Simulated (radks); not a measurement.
Task: Valence configurations of Nd II (all share [Xe]). All-electron calculation, Dirac Kohn-Sham, LDA (Slater exchange, Perdew-Wang correlation), spin-unpolarised, spherical densities, finite nucleus; open shells are shared between the two j in proportion to 2j + 1; Fermi nuclear charge, rms radius 4.9123 fm. Program: a radial shooting solver on a logarithmic mesh with Libxc functionals. Order these by energy: 4f2.5 6s2 6p0.5; 4f2 5d2 6s1; 4f2.5 5d0.5 6s1 6p1; 4f4 5d0.5 6s0.5; 4f3.5 6s1 6p0.5; 4f3.5 5d0.5 6s1; 4f2.5 5d1 6s1 6p0.5; 4f4 6s1; 4f3.5 6s1.5; 4f4 6s0.5 6p0.5.

Result: From the lowest, in eV above it: 4f4 6s1 0.000; 4f3.5 6s1.5 0.414; 4f4 5d0.5 6s0.5 0.509; 4f3.5 5d0.5 6s1 0.651; 4f4 6s0.5 6p0.5 1.530; 4f3.5 6s1 6p0.5 2.066; 4f2.5 5d1 6s1 6p0.5 7.088; 4f2.5 6s2 6p0.5 8.021; 4f2 5d2 6s1 9.295; 4f2.5 5d0.5 6s1 6p1 9.321. NIST lists [Xe] 4f4 6s1 as the ground configuration; this level of theory agrees among the configurations tried. The energies are those of spherical spin-averaged densities, not of single terms.
